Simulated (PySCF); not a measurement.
**A small calculation by hand: dipole moment from atomic charges**

C₂HBN₂O₂, SMILES C(=NBN=C=O)=O. Atoms are numbered in the order given.

```xyz
8

B      0.0000     0.0000    -0.8089
H      0.0000     0.0000    -2.0125
N      0.0000     1.2243    -0.0873
C      0.0000     2.4132     0.1110
O      0.0000     3.5551     0.3717
N      0.0000    -1.2243    -0.0873
C      0.0000    -2.4132     0.1110
O      0.0000    -3.5551     0.3717
```

Geometry: TPSSh-D3(BJ)/def2-SVP. The structure was generated by enumeration, and PubChem lists no compound with its InChIKey, so it may never have been made. The values are those of a single conformer.

Charges (e) from PBE/def2-TZVP run with PySCF:

| atom | Mulliken | IAO |
|---|---|---|
| B1 | 0.017 | 0.226 |
| H2 | 0.020 | 0.012 |
| N3 | -0.045 | -0.319 |
| C4 | 0.181 | 0.509 |
| O5 | -0.154 | -0.309 |
| N6 | -0.045 | -0.319 |
| C7 | 0.181 | 0.509 |
| O8 | -0.154 | -0.309 |

The dipole moment of the full density is 0.83 D.

Q: What dipole moment does each set of point charges give, and which comes closer to that of the density?

A: 
μ = Σ q r, and 1 e Å = 4.8032 D.
Mulliken: Σ q r = (0.000, 0.000, -0.120) e Å, |μ| = 0.58 D.
IAO: Σ q r = (0.000, 0.000, -0.268) e Å, |μ| = 1.29 D.
Mulliken comes closer in size. Point charges leave out the atoms' own dipoles (lone pairs, polarised bonds); fits to the potential absorb them, partitions of the density don't.
